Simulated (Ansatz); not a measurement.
`O[Si]1(F)CO1` + H₂ → `F[SiH]1CO1` + H₂O at 500 K and 1 bar (hydrogenolysis of the Si–O bond).

Gas-phase electronic energies from Ansatz, PBE0-D4/def2-TZVP geometries. CCSD(T)/CBS adds triple-zeta CCSD(T) − MP2 to the extrapolated MP2 energy (def2 sets, frozen cores). This one scheme is used for every species. Each species was taken in one conformer, which may not be the lowest.

```json
{"species": "`O[Si]1(F)CO1`", "CCSD(T)/CBS energy (Eh)": "-579.18241", "H − E (kJ/mol)": "166.0", "S (J/(mol·K))": "365.4"}
{"species": "H₂", "CCSD(T)/CBS energy (Eh)": "-1.17544", "H − E (kJ/mol)": "41.0", "S (J/(mol·K))": "145.5"}
{"species": "`F[SiH]1CO1`", "CCSD(T)/CBS energy (Eh)": "-503.94479", "H − E (kJ/mol)": "142.0", "S (J/(mol·K))": "328.6"}
{"species": "H₂O", "CCSD(T)/CBS energy (Eh)": "-76.37941", "H − E (kJ/mol)": "73.2", "S (J/(mol·K))": "206.3"}
```

H − E and S are ideal-gas, rigid-rotor, harmonic terms from PBE0-D4/def2-TZVP, for one conformer and one mirror image of each species. The MP2-based limit puts H₂ 0.8 mEh under its directly extrapolated value; such offsets cancel only in part. 1 Eh = 2625.50 kJ/mol, R = 8.31446 J/(mol·K).

Q: By hand: ΔE, ΔH, ΔS and ΔG.

A: ΔE = (-503.94479) + (-76.37941) − (-579.18241) − (-1.17544) = 0.03365 Eh = 88.3 kJ/mol. Δ(H − E) = 142.0 + 73.2 − 166.0 − 41.0 = 8.2, so ΔH = 96.5 kJ/mol. ΔS = 328.6 + 206.3 − 365.4 − 145.5 = 24.0 J/(mol·K). ΔG = 96.5 − 500 × (24.0)/1000 = 84.5 kJ/mol.

Q: By hand: the equilibrium constant, and the temperature at which ΔG would vanish if ΔH and ΔS stayed fixed.

A: log₁₀ K = −ΔG/(RT ln 10) = -8.8. ΔG = 0 at ΔH/ΔS = 4021 K, far beyond where these terms or the molecules hold.

ΔH outweighs TΔS. A doubt of 5 kJ/mol in ΔE shifts log₁₀ K by 0.5 here. Other conformers and mirror images would add mixing entropy, several J/(mol·K) or more a flexible species. These are equilibria of isolated gas molecules and say nothing of rates. Largest T1 diagnostic: 0.013 (customary marks: 0.02 for closed shells, 0.045 for open ones).
